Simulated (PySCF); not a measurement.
Zr(Cl)2(OH)2 (Cl₂H₂O₂Zr), SMILES [OH][Zr]([OH])([Cl])[Cl], multiplicity 1.

Coordinates come from a B3LYP-D3(BJ)/def2-SVP optimisation. The multiplicity is an assumed one; no other spin state was optimised. The structure was generated by enumeration; whether it is a known compound was not checked. The def2 effective core potentials stand for the cores of Zr; spin–orbit coupling is left out. One conformer was computed; it need not be the lowest.

Two levels are set side by side: TDA-PBE/def2-SVPD (PySCF) and TDA-B3LYP/def2-SVPD (PySCF). Vertical, same geometry. The lowest singlet is HOMO−1→LUMO 100 % with PBE and HOMO−1→LUMO 99 % with the other functional; states are paired by order. Differences are taken from unrounded values.

| quantity | TDA-PBE |
|---|---|
| lowest singlet excitation (eV) | 5.41 |
| lowest triplet excitation (TDA) (eV) | 5.12 |

**Question.** These are the TDA-PBE values. What does TDA-B3LYP give? (An estimate is asked for; the answer gives what the named calculation found.)

**Answer.** 
```csv
quantity,TDA-B3LYP,TDA-PBE minus TDA-B3LYP
lowest singlet excitation (eV),5.90,-0.48
lowest triplet excitation (TDA) (eV),5.55,-0.44
```

Functionals without exact exchange tend to place singlet excitations lower, as here. Differences between two approximate levels are no errors against the true value.

Rough cost on one machine, each run with all the roots and properties that it gave: TDA-B3LYP against TDA-PBE about 3 times.
